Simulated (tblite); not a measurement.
Start geometry of `C=C(C)[P@](=O)(O)CCC` from a force field or distance geometry (Å):
```
atom  x, y, z in Å
C1    -2.1601   -0.5521    1.2058
C2    -1.6770    0.2356    0.2212
C3    -1.8987    1.7083    0.2072
P4    -0.7164   -0.3670   -1.1214
O5    -0.5523    0.3809   -2.3908
O6    -1.3639   -1.8226   -1.4532
C7     0.8701   -0.8508   -0.4011
C8     1.7409    0.3357    0.0185
C9     3.0863   -0.1198    0.5573
H10   -1.9983   -1.6232    1.2098
H11   -2.7635   -0.1449    2.0194
H12   -2.4921    2.0513    1.0683
H13   -0.9583    2.2479    0.2173
H14   -2.4518    1.9875   -0.7050
H15   -2.1503   -1.7332   -2.0197
H16    0.6918   -1.5069    0.4765
H17    1.4033   -1.4480   -1.1433
H18    1.8855    0.9854   -0.8472
H19    1.2145    0.9250    0.7820
H20    3.6455   -0.6783   -0.1916
H21    2.9540   -0.7460    1.4429
H22    3.6805    0.7546    0.8464
```

What comes out of this run: GFN2-xTB geometry optimisation, gas phase in tblite?

```
atom  x, y, z in Å
C1    -2.1215   -0.4745    1.2666
C2    -1.6856    0.3030    0.2895
C3    -1.9114    1.7709    0.1837
P4    -0.7215   -0.4267   -1.0852
O5    -0.6543    0.4079   -2.2917
O6    -1.4450   -1.8434   -1.3898
C7     0.8917   -0.9621   -0.3961
C8     1.6669    0.2622    0.0687
C9     3.0748   -0.0927    0.5300
H10   -1.9224   -1.5329    1.2665
H11   -2.7017   -0.0875    2.0896
H12   -2.6279    2.1194    0.9241
H13   -0.9693    2.3023    0.3177
H14   -2.2693    2.0078   -0.8170
H15   -1.8865   -1.7619   -2.2376
H16    0.7306   -1.6683    0.4176
H17    1.4204   -1.4730   -1.2045
H18    1.7146    0.9741   -0.7588
H19    1.1244    0.7396    0.8895
H20    3.6384   -0.5492   -0.2804
H21    3.0395   -0.7943    1.3609
H22    3.6047    0.7989    0.8559
```

The energy falls by 0.265 eV over 101 L-BFGS steps, the largest force on an atom goes from 2.80 to 0.008 eV/Å, and the atoms move by 0.153 Å rms after alignment. The bond that changes most is C2–P4 (fully substituted alkene carbon to phosphoryl phosphorus), which lengthens by 0.073 Å. Bonds longer at the end by more than 0.005 Å: 3 of 21; shorter: 12. Among the angles that change most is C2–P4–O5, from 122.8° to 114.5°. Among the dihedrals that turn most is O5–P4–O6–H15, from -50° to -15°. Rotational constants go from 1688, 980.7, 857.1 to 1678, 986.5, 859.9 MHz. The orientation of the end geometry is arbitrary; only internal coordinates are fixed.

Its GFN2-xTB frequencies are all real (lowest 36 cm⁻¹). The numbers are those of one conformer.

These are computed values.
